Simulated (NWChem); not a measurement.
A series in which one site is exchanged, each optimised at PBE0/def2-SVP with NWChem, gas phase unless a solvent is named. All stand in one matching conformer (torsions within 35°), which need not be the lowest. Some are not confirmed as minima by frequencies. def2 effective core potentials on Cd, Te; no spin-orbit coupling.

A: C[Te]O (CH$_{4}$OTe; site = Te)
B: [CH3][Zn][OH] (CH₄OZn; site = Zn)
C: [Cd]([CH3])[OH] (CH4CdO; site = Cd)

Values for A:

```
Quantity                                              Result
----------------------------------------------------  ------
dipole (D), PBE0/def2-SVP                               1.98
orbital gap (eV), PBE0/def2-SVP                         4.64
static polarisability, B3LYP/def2-SVPD (bohr³)          60.7
lowest singlet excitation, B3LYP/def2-SVPD, TDA (eV)    2.93
```

Question: How do these values change for the other members?

Answer: 
| change from A | B | C |
|---|---|---|
| dipole (D), PBE0/def2-SVP | -0.20 | 0.00 |
| orbital gap (eV), PBE0/def2-SVP | +2.74 | +2.33 |
| static polarisability, B3LYP/def2-SVPD (bohr³) | -18.3 | -10.5 |
| lowest singlet excitation, B3LYP/def2-SVPD, TDA (eV) | +2.94 | +2.41 |
